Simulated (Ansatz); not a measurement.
`COCCOS(=O)(=O)CC(F)(F)C(F)F` with charge +1. The state is a doublet with charge 1. Geometry PBE-D4/def2-SVP; atoms count from 1.

```xyz
25

C     0.511   -2.367    1.373
O     0.655   -0.980    1.689
C    -0.084   -0.407    2.685
C    -1.463    0.260    2.099
O    -1.198    1.264    1.213
S    -1.183    0.777   -0.538
O    -2.111    1.719   -1.147
O    -1.357   -0.682   -0.513
C     0.551    1.235   -0.802
C     1.219    0.555   -2.012
F     1.226   -0.794   -1.835
F     2.501    0.994   -2.035
C     0.558    0.876   -3.372
F     0.497    2.220   -3.508
F    -0.705    0.370   -3.346
H     0.220   -2.436    0.305
H    -0.225   -2.865    2.035
H     1.517   -2.828    1.492
H    -0.432   -1.127    3.458
H     0.487    0.444    3.107
H    -1.941    0.691    3.005
H    -2.040   -0.583    1.657
H     0.568    2.337   -0.903
H     1.095    0.902    0.103
H     1.134    0.423   -4.210
```

(1) Estimate the Mulliken populations from the PBE0/def2-SVP orbitals of Ansatz.

(2) Where does the spin sit?

(3) And the Mayer bond orders between heavy atoms (over 0.3)?

Results:

(1) 
```tsv
atom	charge (e)	spin (α − β)
C1	0.05	-0.01
O2	-0.25	0.39
C3	0.07	0.09
C4	0.10	0.13
O5	-0.37	0.24
S6	0.89	-0.01
O7	-0.32	0.02
O8	-0.40	0.01
C9	-0.11	0.00
C10	0.29	0.00
F11	-0.20	0.00
F12	-0.18	0.00
C13	0.47	0.00
F14	-0.20	0.00
F15	-0.21	0.00
H16	0.14	0.03
H17	0.10	0.00
H18	0.14	0.04
H19	0.14	0.02
H20	0.15	0.03
H21	0.15	0.03
H22	0.14	0.01
H23	0.17	0.00
H24	0.14	0.00
H25	0.10	0.00
```
Mulliken values depend strongly on the basis.

(2) Summed by element: C 0.21, O 0.65, S -0.01, F 0.00, H 0.15, of 1 unpaired in all. Largest on single atoms: O2 0.39, O5 0.24, C4 0.13.

(3) C1–O2 0.87 (1.43 Å); O2–C3 1.12 (1.37 Å); C3–C4 0.82 (1.64 Å); C4–O5 1.12 (1.36 Å); O5–S6 0.62 (1.82 Å); S6–O7 1.81 (1.46 Å); S6–O8 1.67 (1.47 Å); S6–C9 0.84 (1.81 Å); C9–C10 0.99 (1.54 Å); C10–F11 1.06 (1.36 Å); C10–F12 1.08 (1.36 Å); C10–C13 0.92 (1.55 Å); C13–F14 1.07 (1.35 Å); C13–F15 1.04 (1.36 Å).
